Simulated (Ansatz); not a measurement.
`[Cl][InH][GeH3]` + H₂O → `[OH][GeH3]` + `[Cl][InH2]` at 700 K and 1 bar (formal hydrolysis of a Ge–In bond).

Computed with Ansatz on PBE0-D4/def2-TZVP structures; ΔE is electronic, products minus reactants. CBS: MP2 limit from def2 TZ/QZ plus the TZ coupled-cluster correction, frozen cores. This one scheme is used for every species. def2 core potentials past Kr. For Ge, In outer-core shells are correlated without core-valence functions, which leaves a few kJ/mol of doubt a bond. Scalar relativity is left out up to krypton.

```
          species  CCSD(T)/CBS energy (Eh)  H − E (kJ/mol)  S (J/(mol·K))
`[Cl][InH][GeH3]`              -2728.15341           144.4          464.6
              H₂O                -76.37941            80.5          218.4
     `[OH][GeH3]`              -2153.69723           141.7          338.7
     `[Cl][InH2]`               -650.81839            71.8          329.5
```

H − E and S are ideal-gas, rigid-rotor, harmonic terms from PBE0-D4/def2-TZVP. 1 Eh = 2625.50 kJ/mol, R = 8.31446 J/(mol·K).

Task: By hand: ΔE, ΔH, ΔS and ΔG.

Result: ΔE = (-2153.69723) + (-650.81839) − (-2728.15341) − (-76.37941) = 0.01720 Eh = 45.2 kJ/mol. Δ(H − E) = 141.7 + 71.8 − 144.4 − 80.5 = -11.4, so ΔH = 33.8 kJ/mol. ΔS = 338.7 + 329.5 − 464.6 − 218.4 = -14.8 J/(mol·K). ΔG = 33.8 − 700 × (-14.8)/1000 = 44.2 kJ/mol.

Task: By hand: the equilibrium constant, and the temperature at which ΔG would vanish if ΔH and ΔS stayed fixed.

Result: log₁₀ K = −ΔG/(RT ln 10) = -3.3. ΔH and −TΔS have one sign here, so there is no such temperature.

The number of gas molecules stays the same, so ΔS is small and ΔH decides. A doubt of 5 kJ/mol in ΔE shifts log₁₀ K by 0.4 here. Modes under 60 cm⁻¹, often nearly free rotors, make the harmonic entropy too high. These are equilibria of isolated gas molecules and say nothing of rates. Largest T1 diagnostic: 0.014 (customary marks: 0.02 for closed shells, 0.045 for open ones).
